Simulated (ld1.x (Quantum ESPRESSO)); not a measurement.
## Configuration tests for osmium (Os) (PAW)

ld1.x (Quantum ESPRESSO) 7.5 input, shortened:

```
&input
   title='Os', zed=76., rel=1, dft='BP', iswitch=3,
   config='[Xe] 4f14 5d6 6s1 6p0'
 /
 &inputp
   pseudotype=3, lpaw=.true., tm=.true., lloc=-1, rcloc=1.50,
   nlcc=.true., rcore=1.00,
   which_augfun='PSQ', rmatch_augfun_nc=.true.
 /
6
6S  1  0   1.00   0.00  1.70  2.20  0.0
6S  1  0   0.00   2.05  1.70  2.20  0.0
5P  2  1   6.00   0.00  1.50  1.65  0.0
6P  3  1   0.00   0.00  1.50  1.65  0.0
5D  3  2   6.00   0.00  1.40  1.80  0.0
5D  3  2   0.00   2.15  1.40  1.80  0.0
 &test
   configts(1)='5p6 5d6 6s1 6p0'
 /
```

Energies are relative to the spin-unpolarised reference configuration 5p6 5d6 6s1 6p0; without spin polarisation the order of configurations can differ from experiment. Not all tests gave a result: test run stopped at test 7 of 7 (negative rho).

Question: Give the all-electron excitation energy and the error of the potential for: 5p6 5d6 6s2 6p0; 5p6 5d6 6s0 6p0; 5p6 5d5 6s0 6p0; 5p6 5d6 6s0 6p2; 5p6 5d7 6s1 6p0; 5p6 5d5 6s2 6p0.

Answer:

```csv
valence configuration,charge,ΔE all-electron (eV),error AE − PS (meV)
5p6 5d6 6s2 6p0,0,-9.760,+3.6
5p6 5d6 6s0 6p0,+2,17.094,-5.8
5p6 5d5 6s0 6p0,+3,46.069,-22
5p6 5d6 6s0 6p2,0,0.764,+0.8
5p6 5d7 6s1 6p0,0,-9.408,-1.9
5p6 5d5 6s2 6p0,+1,1.455,-0.6
```

Note: ghost state, extra bound levels that the all-electron valence spectrum of the same l lacks: s at -173.1 eV. A true bound ghost makes a file unfit for plane-wave use.
